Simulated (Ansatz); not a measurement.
Pulling on the Sn1–H4 bond in BrFH2Sn (SMILES [F][SnH2][Br]) (multiplicity 1 held, fragments rigid). Energies count from the point at 1.700 Å.
Geometry at that point (charge 0, multiplicity 1):
```csv
atom,x (Å),y (Å),z (Å)
Sn,-0.8209,-0.2542,0.0412
F,-1.5335,1.4364,-0.5548
Br,1.6422,0.0461,0.0704
H,-1.2425,-1.3772,-1.1627
H,-1.3881,-0.4538,1.6308
```

U- levels take the lowest unrestricted solution at each point, which mixes spins at long bonds. Active spaces are followed from a long bond inwards. Levels need not reach the same state.

Cores are frozen in the correlated methods. Filled d and f shells under p-block atoms count as core.

Programs: Ansatz (a first-principles code) with Gaussian orbitals.  In def2 rows elements past Kr take small-core potentials, without spin–orbit coupling.

Energies in kcal/mol.

```tsv
R (Å)	U-HF/def2-SVP	U-SCS-MP2/def2-SVP	U-CCSD(T)/def2-SVP	FIC-MRCISD+Q on CASSCF(2,2)/def2-SVP
1.360	32.6	33.6	34.1	33.8
1.530	6.0	6.6	6.9	6.8
1.700	0.0	0.0	0.0	0.0
1.869	4.8	4.0	3.5	3.6
2.039	15.1	13.3	12.0	12.1
2.294	34.2	33.8	27.7	27.7
2.549	46.7	55.0	43.1	42.5
2.974	55.0	67.9	62.3	60.1
3.399	57.5	71.5	70.8	69.0
3.909	58.3	72.7	73.0	72.9
4.589	58.5	73.1	73.5	74.2
5.438	58.6	73.2	73.6	74.4
```

Doubts at one or more of the structures used: a spin-contaminated determinant (U-HF/def2-SVP, U-SCS-MP2/def2-SVP, U-CCSD(T)/def2-SVP); T1 above 0.05 (U-CCSD(T)/def2-SVP).
